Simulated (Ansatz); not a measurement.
A run of Ansatz (development build ahead of 0.2.0) on doublet Al at this shape:

A single Al atom.

Its results:

```
Converged                       : yes
Reference energy                : -241.87052 hartree
Correlation energy              : -0.03456 hartree
Total energy                    : -241.90508 hartree
Spin squared of the determinant : 0.750
```

Question: Which input gives this output? Name the method, the orbitals and the basis set, and write the input.

Answer: ROHF-MP2 in aug-cc-pVDZ.

```yaml
crystal:
  periodic: [false, false, false]
  atoms:
    - { symbol: Al, position_ang: [0.0, 0.0, 0.0] }
basis:
  gaussian: { orbitals: aug-cc-pVDZ }
magnetization:
  initial_magnetization: 1
hamiltonian:
  xc: hf
correlation:
  method: mp2
  frozen_orbitals: { Al: 5 }
```
